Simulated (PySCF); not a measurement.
A side-by-side comparison of computed properties.

First species: C8H7F.
SMILES with atom numbers: `[CH2:1]=[C:2]([F:3])[C:4]#[C:5][C:6]#[C:7][CH2:8][CH3:9]` (hydrogens: H10, H11 on C1; H12, H13 on C8; H14, H15, H16 on C9)

Second species: C3H4FP.
SMILES: `[H]/P=C(/F)C=C`

Levels: CAM-B3LYP/def2-SVPD for dipole moment, HOMO energy, LUMO energy, HOMO–LUMO gap, static isotropic polarisability and electronic spatial extent ⟨r²⟩ about the centre of nuclear charge; TDDFT CAM-B3LYP/def2-SVPD for lowest singlet excitation; TDA CAM-B3LYP/def2-SVPD for lowest triplet excitation (Tamm–Dancoff); GFN2-xTB for rotational constant A and rotational constant C. Geometries: GFN2-xTB. Each structure is a single optimised conformer of the isolated species, non-relativistic unless stated. Electronic properties by PySCF.

The conformers computed, where there is a choice (atom-mapped SMILES and torsion angles):
- `[H]/[P:5]=[C:3](\[CH:2]=[CH2:1])[F:4]`: C1–C2–C3–F4 0°

```csv
property,column X,column Y
dipole moment,2.15 D,2.97 D
HOMO energy,-8.06 eV,-7.97 eV
LUMO energy,-1.29 eV,-0.51 eV
HOMO–LUMO gap,6.77 eV,7.46 eV
lowest singlet excitation,4.59 eV,4.29 eV
lowest triplet excitation (Tamm–Dancoff),2.07 eV,3.01 eV
static isotropic polarisability,71.6 au,114.0 au
electronic spatial extent ⟨r²⟩ about the centre of nuclear charge,564 bohr²,2463 bohr²
rotational constant A,8.754 GHz,7.047 GHz
rotational constant C,2.036 GHz,0.427 GHz
```

Question: Which column belongs to which species?

Answer: Column X is the second species and column Y the first. The first has 16 atoms and 64 electrons, the second 9 and 46.

Question: How does each property change from the first species to the second?

Answer: dipole moment -0.82 D; HOMO energy -0.09 eV; LUMO energy -0.78 eV; HOMO–LUMO gap -0.69 eV; lowest singlet excitation +0.30 eV; lowest triplet excitation (Tamm–Dancoff) -0.94 eV; static isotropic polarisability -42.4 au; electronic spatial extent ⟨r²⟩ about the centre of nuclear charge -1899 bohr²; rotational constant A +1.707 GHz; rotational constant C +1.609 GHz.

On the first: The polarisability is 16.89 Å³ as a volume (1 au = 0.148185 Å³), or 1.78 au for each of the 64 electrons.

On the second: The vertical singlet–triplet gap S1 − T1 is 2.52 eV (TDDFT singlet less Tamm–Dancoff triplet; S1: HOMO→LUMO, weight 0.97; T1: HOMO→LUMO, weight 0.96). The 8 singlets span 4.59 to 7.55 eV, and their oscillator strengths add up to 0.72.
